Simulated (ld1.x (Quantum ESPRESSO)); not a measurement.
## Transferability test, PAW potential for Cu (Z = 29)

copper, PAW, made with ld1.x (Quantum ESPRESSO) 7.5 (PBE, scalar-relativistic). Core [Ar], reference 3d9 4s2 4p0. Waves: 4s (bound): rcut 1.70, rcutus 1.85 bohr; 4s channel at 1.25 Ry: rcut 1.70, rcutus 1.85 bohr; 4p (bound, empty): rcut 2.55, rcutus 3.15 bohr; 4p channel at 0.25 Ry: rcut 2.55, rcutus 3.15 bohr; 3d (bound): rcut 0.90, rcutus 1.25 bohr; 3d channel at 1.6 Ry: rcut 0.90, rcutus 1.25 bohr. Local part: all-electron potential smoothed inside 1.90 bohr (lloc = -1). Core correction: Bessel-smoothed model core inside 0.90 bohr. Augmentation charge: GAUSS, radius 1.00 bohr.

Energies are relative to the spin-unpolarised reference configuration 3d9 4s2 4p0; without spin polarisation the order of configurations can differ from experiment. Not all tests gave a result: 1 of 7 tests not solved or not reliable.

```json
{"valence configuration": "3d9 4s0 4p0", "charge": "+2", "ΔE all-electron (eV)": "27.510", "error AE − PS (meV)": "-9.3"}
{"valence configuration": "3d8 4s0 4p0", "charge": "+3", "ΔE all-electron (eV)": "66.530", "error AE − PS (meV)": "-188"}
{"valence configuration": "3d10 4s0 4p1", "charge": "0", "ΔE all-electron (eV)": "2.167", "error AE − PS (meV)": "-85"}
{"valence configuration": "3d9 4s1 4p0", "charge": "+1", "ΔE all-electron (eV)": "9.608", "error AE − PS (meV)": "-2.4"}
```

Problem. What are ΔE and the potential's error for 3d10 4s0 4p0?

Solution. ΔE = 6.178 eV all-electron; the error (AE − PS) is -93 meV.

Problem. What are ΔE and the potential's error for 3d10 4s0.5 4p0?

Solution. ΔE = 1.192 eV all-electron; the error (AE − PS) is -75 meV.

Levels in the configuration 3d8 4s0 4p0:

```csv
level,all-electron (eV),pseudo (eV)
3d,-48.912,-49.368
```
